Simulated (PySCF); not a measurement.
Gas-phase equilibrium of 1 mol NaCl, 0.32 mol H2O at 1400 K and 0.100 bar, among 21 species (ClO, O2, HCl, O, HO2, H2O, H, HOCl, Na, H2O2, O3, Na2, H2, Na2(OH)2, NaCl, NaOH, Cl, Cl2, Na2O, Na2Cl2, OH). Only gases are allowed; each row takes one source of thermochemistry for all species, and Cantera finds the minimum.

Method: PySCF energies plus ideal-gas RRHO corrections (1 bar). The comparison is the NASA 1993 polynomial table, which mixes measured and estimated data. After a fit of one offset per element over all species, the range-separated, M06-2X, PBE0/def2-QZVP and CCSD(T)/def2-TZVPP enthalpies, where run, lie to one side of the table for NaOH (+16 kJ/mol): a fault of the table's entry, another state or a shared error of the levels is possible; this was not checked at source. S°(298 K) at PBE0/def2-TZVP differs from the NASA 1993 table for NaOH (+8 J/mol/K); whether the harmonic model or the table's entry is off was not settled. † marks an energy on the PBE0/def2-TZVP geometry and frequencies. Open shells (unrestricted) among the columns below: O2 (multiplicity 3), Na (multiplicity 2); the rest are closed-shell singlets. The harmonic model lacks anharmonicity and excited electronic states, which grow with temperature; levels with a mode under 35 cm⁻¹ are left out. Soft modes under 120 cm⁻¹ make the harmonic entropy rough for Na2Cl2. The table's entry may be an old estimate for NaOH, Na2Cl2 (not checked at source).

Molecules larger than those listed are left out. Table species left out: NaH, NaO.

Mole fractions:

```tsv
thermochemistry	x NaCl	x H2O	x Na2Cl2	x HCl	x NaOH	x Na	x H2	x O2
table	0.51	0.29	0.19	0.0016	0.0015	8.1e-5	6.0e-5	4.7e-5
BLYP/def2-TZVP†	0.62	0.26	0.11	0.0033	0.0026	0.00071	0.00077	0.00056
M06-2X/def2-TZVP†	0.42	0.31	0.27	0.0014	0.0013	8.8e-5	0.00017	0.00010
PBE/def2-TZVP†	0.54	0.28	0.17	0.0029	0.0018	0.0010	0.00041	0.00045
r2SCAN/def2-TZVP†	0.45	0.30	0.25	0.0018	0.0015	0.00029	0.00051	0.00032
ωB97X-V/def2-TZVP†	0.42	0.30	0.27	0.0017	0.0015	0.00021	0.00034	0.00022
```
The most sensitive of these is H2: it spans a factor of 10^1.1 over these rows; at this temperature one factor of ten is RT ln 10 = 27 kJ/mol.
